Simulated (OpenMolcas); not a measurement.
**Ionisation energies of bromine**

```yaml
Program: OpenMolcas 26.06
Basis: ANO-RCC-VTZP [6s5p3d1f]
Scalar_Hamiltonian: DKH2, point nucleus
Spin-orbit_coupling: state interaction with AMFI integrals over the reference wave functions, term energies averaged over their components
```

Active shells in each charge state: the valence s, p shells, with orbitals averaged over the low states. Where CASPT2's correlated closed shells are named, they are those of the first ion.

A. CASSCF
B. SS-CASPT2, IPEA 0.25 Eh, imaginary shift 0.1 Eh (closed shells correlated: 3s 3p 3d)

Energies in eV between the lowest computed levels (charge -1 gives the electron affinity), named as in B; reference values from the NIST Atomic Spectra Database with their kind.

```tsv
From	To	A	B	Spin-orbit share in B	Reference
Br- 4s² 4p⁶ ¹S₀	Br 4s² 4p⁵ ²P°_3/2	2.377	3.245	-0.140	
Br 4s² 4p⁵ ²P°_3/2	Br+ 4s² 4p⁴ ³P₂	10.693	11.545	-0.055	11.814 (measured)
Br+ 4s² 4p⁴ ³P₂	Br2+ 4s² 4p³ ⁴S°_3/2	20.278	21.221	+0.195	21.591 (measured)
Br2+ 4s² 4p³ ⁴S°_3/2	Br3+ 4s² 4p² ³P₀	33.921	34.507	-0.504	34.871 (measured)
Br3+ 4s² 4p² ³P₀	Br4+ 4s² 4p ²P°_1/2	45.874	46.648	+0.035	47.782 (measured)
Br4+ 4s² 4p ²P°_1/2	Br5+ 4s² ¹S₀	58.355	59.209	+0.469	59.595 (measured)
Br5+ 4s² ¹S₀	Br6+ 4s ²S_1/2	86.466	86.731	+0.000	87.390 (measured)
Br6+ 4s ²S_1/2	Br7+ 3d¹⁰ ¹S₀	101.756	101.987	+0.000	103.030 (semi-empirical)
```

Error against the reference values, in %:

```
From       Reference     A     B
  Br        measured  -9.5  -2.3
 Br+        measured  -6.1  -1.7
Br2+        measured  -2.7  -1.0
Br3+        measured  -4.0  -2.4
Br4+        measured  -2.1  -0.6
Br5+        measured  -1.1  -0.8
Br6+  semi-empirical  -1.2  -1.0
```

Mean absolute error over the 6 measured values: A 1.24 eV, B 0.53 eV. B lies closest.

No diffuse functions were added, so the electron affinity comes out too small, and without dynamic correlation a bound anion can come out unbound.

° marks odd parity.
